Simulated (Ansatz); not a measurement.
Geometry optimisation, RHF/def2-SVP in Ansatz 0.2.0.

Input file:

```yaml
crystal:
  periodic: [false, false, false]
  atoms:
    - { symbol: Si, position_ang: [-1.0997, -1.412, -0.5677] }
    - { symbol: B, position_ang: [0.0779, -0.0801, 0.1842] }
    - { symbol: "N", position_ang: [0.4543, 0.3576, 1.5378] }
    - { symbol: C, position_ang: [1.2752, 1.3741, 1.0795] }
    - { symbol: "N", position_ang: [0.844, 1.0748, -0.3088] }
    - { symbol: H, position_ang: [-2.5004, -0.7747, -0.6161] }
    - { symbol: H, position_ang: [-0.6925, -1.697, -1.9423] }
    - { symbol: H, position_ang: [-1.1151, -2.5677, 0.2379] }
    - { symbol: H, position_ang: [1.8058, 2.1495, 1.5926] }
    - { symbol: H, position_ang: [1.0336, 1.5243, -1.1942] }
basis:
  gaussian: { orbitals: def2-SVP }
hamiltonian:
  xc: hf
relax:
  f_tol: 0.015
  max_steps: 40
```

Launched with:

```bash
$ ansatz run input.yaml --threads 1 --pin off --max-ram 2048MiB --backend cpu --events-out ev --progress --plain --runs-dir out
```

**Question.** Where does it end, and by what steps?

**Answer.** The forces met the threshold. After 14 steps the energy has fallen by 1.665 eV; H9 moved furthest, 0.59 Å. Joined: B2–C4.

```csv
step,energy less start (eV),largest force component (eV/Å),accepted
0,0.0000,7.933,yes
1,-0.9103,5.693,yes
2,-1.0950,4.439,yes
3,-1.5192,0.838,yes
4,-1.5597,0.710,yes
5,-1.6056,0.574,yes
6,-1.6215,1.109,yes
7,-1.6258,0.439,yes
8,-1.6255,0.795,no
9,-1.6543,0.381,yes
10,-1.6623,0.209,yes
11,-1.6646,0.161,yes
12,-1.6648,0.091,yes
13,-1.6653,0.031,yes
14,-1.6654,0.005,yes
```

```xyz
10
Properties=species:S:1:pos:R:3
Si -1.100 -1.333 -0.557
B 0.365 -0.148 0.227
N 0.700 0.226 1.607
C 1.102 1.276 1.008
N 1.221 0.928 -0.346
H -2.387 -0.590 -0.524
H -0.806 -1.680 -1.971
H -1.248 -2.583 0.224
H 1.257 2.279 1.410
H 0.980 1.574 -1.076
```

Whether the end is a true minimum wasn't checked by a vibrational analysis.

Time of the run: 79 s on 1 CPU thread of a shared host.
